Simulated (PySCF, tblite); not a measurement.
Isomers of C5H7ClF2Si, one GFN2-xTB conformer each. Single-point energies are computed at PBE0/pcSseg-1 (PySCF, gas phase, no added dispersion term), electronic only.

```tsv
SMILES	GFN2-xTB relative energy (kJ/mol)
F[C@H](Cl)C=C1C[SiH](F)C1	0.0
FC(F)[C@H]1C=C1[SiH2]CCl	283.7
```

Conformers: `[F:1][C@H:2]([Cl:3])[CH:4]=[C:5]1[CH2:6][SiH:7]([F:8])[CH2:9]1` with F1–C2–C4–C5 -155°; `[F:1][CH:2]([F:3])[C@H:4]1[CH:5]=[C:6]1[SiH2:7][CH2:8][Cl:9]` with F1–C2–C4–C5 96°, C5–C6–Si7–C8 120°, C6–Si7–C8–Cl9 -62°.

What does PBE0/pcSseg-1 give for the same structures?

```
                   SMILES  PBE0/pcSseg-1 E (Eh)  PBE0/pcSseg-1 (kJ/mol)  GFN2-xTB (kJ/mol)  point group
F[C@H](Cl)C=C1C[SiH](F)C1           -1143.38008                     0.0                0.0           C1
 FC(F)[C@H]1C=C1[SiH2]CCl           -1143.28173                   258.2              283.7           C1
```

Both levels put the same isomer lowest. As drawn, the lower has a four-membered ring and an Si–F bond, which the higher lacks; the higher has a three-membered ring and two fluorines on one carbon, which the lower lacks.

Which frontier levels, dipoles and rotational constants go with these structures?

```json
{"SMILES": "F[C@H](Cl)C=C1C[SiH](F)C1", "HOMO (eV, PBE0/pcSseg-1)": "-7.60", "LUMO (eV)": "-0.96", "dipole (D)": "2.08", "A, B, C (MHz)": "2849, 471.5, 446.0"}
{"SMILES": "FC(F)[C@H]1C=C1[SiH2]CCl", "HOMO (eV, PBE0/pcSseg-1)": "-7.88", "LUMO (eV)": "-1.15", "dipole (D)": "3.15", "A, B, C (MHz)": "1502, 780.3, 622.4"}
```

What happens when harmonic zero-point energies from GFN2-xTB frequencies are added?

| SMILES | ZPE (kJ/mol) | electronic (kJ/mol) | with ZPE (kJ/mol) |
| --- | --- | --- | --- |
| F[C@H](Cl)C=C1C[SiH](F)C1 | 279.7 | 0.0 | 0.0 |
| FC(F)[C@H]1C=C1[SiH2]CCl | 268.2 | 258.2 | 246.8 |

The zero-point energies span 11.5 kJ/mol. The order is unchanged.
